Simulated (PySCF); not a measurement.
Exercise with solution: oscillator strength and radiative lifetime

C₅H₈, SMILES C=C/C=C/C.

Coordinates come from a B3LYP-D3(BJ)/def2-SVP optimisation. Other conformers were not sampled.

PySCF 2.14.0 with TDA-PBE/def2-SVPD puts the first singlet state with f over 0.02 at 5.95 eV (vertical), with the transition dipole (-0.356, 2.586, 0.000) in atomic units.

Q: Find the oscillator strength, the wavelength and the radiative lifetime that this transition would have in vacuum if emission retraced absorption.

A: 
|μ|² = 6.8141 au, so |μ| = 6.63 D. ΔE = 5.95/27.211 = 0.2187 hartree. f = (2/3) ΔE |μ|² = 0.993 (the program prints 0.993).
λ = 1239.84/5.95 = 208 nm; ν = 47990 cm⁻¹.
Einstein's coefficient A = 0.6670 ν² f s⁻¹ (ν in cm⁻¹) = 1.5e9 s⁻¹, so τ = 1/A = 0.66 ns. This state is S2; the lower singlet has f = 0.001. The figure is the radiative limit of this one transition; relaxation, internal conversion, crossing to triplets and a medium change what is measured.
